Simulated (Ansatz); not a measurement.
Ge(GeH3)H3 (Ge2H6). Charge 0, multiplicity 3. Geometry PBE0-D4/def2-TZVP, that of the neutral singlet; atoms count from 1.

```xyz
8

Ge   -0.963    0.308    0.666
Ge    0.963   -0.307   -0.666
H     0.517   -0.821   -2.044
H     1.763   -1.416    0.035
H     1.882    0.907   -0.869
H    -1.927   -0.882    0.791
H    -1.712    1.479    0.013
H    -0.523    0.732    2.076
```

At PBE0-D4/def2-TZVP a singlet of charge 0 lies 6.53 eV below the triplet at the same geometry.

**Question.** Estimate the Mulliken populations from the PBE0/def2-TZVP orbitals of Ansatz.

**Answer.** 
| atom | charge (e) | spin (α − β) |
| --- | --- | --- |
| Ge1 | -0.12 | 0.81 |
| Ge2 | -0.12 | 0.81 |
| H3 | 0.04 | 0.06 |
| H4 | 0.04 | 0.06 |
| H5 | 0.04 | 0.07 |
| H6 | 0.04 | 0.06 |
| H7 | 0.04 | 0.06 |
| H8 | 0.04 | 0.06 |
Mulliken values depend strongly on the basis.

**Question.** Where does the spin sit?

**Answer.** Summed by element: Ge 1.61, H 0.39, of 2 unpaired in all. Largest on single atoms: Ge1 0.81, Ge2 0.81, H5 0.07.
